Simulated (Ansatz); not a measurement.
One change: `CBCS` becomes `CBCN`.

Ansatz, PBE0-D4/def2-TZVP geometries, multiplicity 1. Each molecule was computed in one conformer, which needn't be the lowest.

```tsv
property	`CBCS`
size of the dipole moment (ωB97M-V/def2-TZVPP) / D	1.64
HOMO energy (ωB97M-V/def2-TZVPP) / eV	-9.73
HOMO energy (PBE/def2-TZVPP) / eV	-6.39
LUMO energy (PBE0/def2-TZVPP) / eV	0.00
HOMO–LUMO gap (PBE0/def2-TZVPP) / eV	7.57
HOMO energy (PBE0/def2-TZVPP) / eV	-7.56
```

What does the change do to each property? (Best estimate.)

The calculation gave: 
```json
{"property": "size of the dipole moment (ωB97M-V/def2-TZVPP) / D", "`CBCN`": "1.33", "shift": "-0.31"}
{"property": "HOMO energy (ωB97M-V/def2-TZVPP) / eV", "`CBCN`": "-9.12", "shift": "0.61"}
{"property": "HOMO energy (PBE/def2-TZVPP) / eV", "`CBCN`": "-5.22", "shift": "1.17"}
{"property": "LUMO energy (PBE0/def2-TZVPP) / eV", "`CBCN`": "-0.67", "shift": "-0.67"}
{"property": "HOMO–LUMO gap (PBE0/def2-TZVPP) / eV", "`CBCN`": "6.03", "shift": "-1.54"}
{"property": "HOMO energy (PBE0/def2-TZVPP) / eV", "`CBCN`": "-6.70", "shift": "0.86"}
```

With PBE0 the HOMO rises by 0.86 eV and the LUMO falls by 0.67 eV, so the gap narrows by about 1.53 eV. PBE moves the HOMO by 1.17 eV and ωB97M-V by 0.61 eV. The zero-point energy changes by 41.4 kJ/mol with +3 modes. Dipoles are sizes alone; their direction can turn.
